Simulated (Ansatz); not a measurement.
The same atomization along the group B, Al, Ga.

Program: Ansatz. Geometries: PBE0-D4/def2-TZVP. ΔE: electronic, gas phase. CCSD(T)/CBS adds triple-zeta CCSD(T) − MP2 to the extrapolated MP2 energy (def2 sets, frozen cores). This one scheme is used for every species, atoms too. Open shells (•) are unrestricted, without spin–orbit coupling. Spin–orbit coupling would lower the free atoms: a little for Al, B, C, F; clearly for Ga. For Ga outer-core shells are correlated without core-valence functions, so the limit isn't a true one: a few kJ/mol of doubt a bond, and 10 to 20 or more in all where bonds break to atoms. Scalar relativity is left out up to krypton.

Question: Order these by ΔE at CCSD(T)/CBS, lowest first. (An estimate is asked.)
A. `[CH3][Al]([CH3])[F]` → Al• + 2 C• + F• + 6 H•
B. `CB(C)F` → B• + 2 C• + F• + 6 H•
C. `[CH3][Ga]([CH3])[F]` → Ga• + 2 C• + F• + 6 H•

Answer: C (+37.33 eV), A (+39.02 eV), B (+41.55 eV).

Largest T1 diagnostic: 0.018, for Al•.

For atomizations the MP2-based limit and the directly extrapolated one differ by several kJ/mol either way, and by 10 to 25 for some Ge, Se and Sn compounds, so smaller differences from it don't rank the levels.
